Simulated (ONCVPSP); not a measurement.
**What one change does to a pseudopotential (tin, ONCV)**

- Element: tin (Sn)
- Generator: ONCVPSP 4.0.1
- Type: optimised norm-conserving Vanderbilt (ONCV)
- Functional: LDA (Perdew-Wang 92)
- Relativity: scalar-relativistic
- Frozen core: [Kr]
- Valence charge: 14
- Reference configuration: 4d10 5s2 5p2
- Partial waves: 5s: rc 1.90 bohr, ncon 4, nbas 8, qcut 2.8 1/bohr, 2 projectors, debl 2.6 Ha; 5p: rc 2.05 bohr, ncon 5, nbas 8, qcut 3.5 1/bohr, 1 projector; 4d: rc 1.00 bohr, ncon 3, nbas 7, qcut 10 1/bohr, 1 projector
- Local potential: polynomial inside 0.95 bohr (lpopt 5, dvloc0 6 Ha)
- Core correction: polynomial model core, fcfact 0.6

All-electron outer shells of the reference configuration (LDA (PZ), scalar-relativistic, ld1.x):

```json
{"shell": "4s", "level (eV)": "-133.65", "outermost node (bohr)": "0.40", "outermost maximum (bohr)": "0.74"}
{"shell": "4p", "level (eV)": "-89.56", "outermost node (bohr)": "0.41", "outermost maximum (bohr)": "0.79"}
{"shell": "4d", "level (eV)": "-25.90", "outermost node (bohr)": "0.39", "outermost maximum (bohr)": "0.88"}
{"shell": "5s", "level (eV)": "-10.81", "outermost node (bohr)": "0.98", "outermost maximum (bohr)": "2.01"}
{"shell": "5p", "level (eV)": "-3.87", "outermost node (bohr)": "1.09", "outermost maximum (bohr)": "2.55"}
```

Change: local potential polynomial inside 0.95 bohr (lpopt 5, dvloc0 1.5 Ha).

Cutoffs: the cutoffs (Ha) at which the residual kinetic energy of the hardest occupied pseudo-wave falls to 1 and 0.1 mHa per electron; they do not see the model core or the augmentation charge, which bear on the density cutoff. Errors are all-electron minus pseudo energies relative to the spin-unpolarised reference configuration.

Task: What does the change do?

Result: The potential gets neither clearly harder nor softer (44 Ha and 55 Ha → 44 Ha and 55 Ha); both files keep a bound ghost (p, s); of the 4 tests that both files solve, the error grows in 0 and shrinks in 2 by more than 15 % and 0.3 meV (median size 7.4 → 5.9 meV).

| quantity | base | changed |
| --- | --- | --- |
| cutoff, loose | 44 Ha | 44 Ha |
| cutoff, tight | 55 Ha | 55 Ha |
| bound ghosts | s, p | s, p |
| GHOST(+) flags under 300 eV | s at 158.2 eV | s at 141.4 eV |
| error for 4d10 5s2 5p1, meV [ΔE 7.09 eV] | -1.8 | -1.4 |
| error for 4d10 5s2 5p0, meV [ΔE 21.35 eV] | -9.2 | -9.1 |
| error for 4d10 5s1 5p0, meV [ΔE 52.80 eV] | -29 | -29 |
| error for 4d10 5s0 5p4, meV [ΔE 14.40 eV] | -5.5 | -2.7 |
| s: phases at 1.92 bohr within 0.05 rad from the reference energy up to (Ha; the scan ends near 5) | 4.3 | 4.0 |
| p: phases at 2.08 bohr within 0.05 rad from the reference energy up to (Ha; the scan ends near 5) | 2.2 | 1.5 |
| d: phases at 1.01 bohr within 0.05 rad from the reference energy up to (Ha; the scan ends near 5) | to the end of the scan | to the end of the scan |
| rms error of d²Exc/dni dnj with the model core, mHa | 0.44 | 0.44 |

 A true bound ghost makes a file unfit for plane-wave use even where its test errors are small: the radial tests pick states by their node count and pass the ghost by.
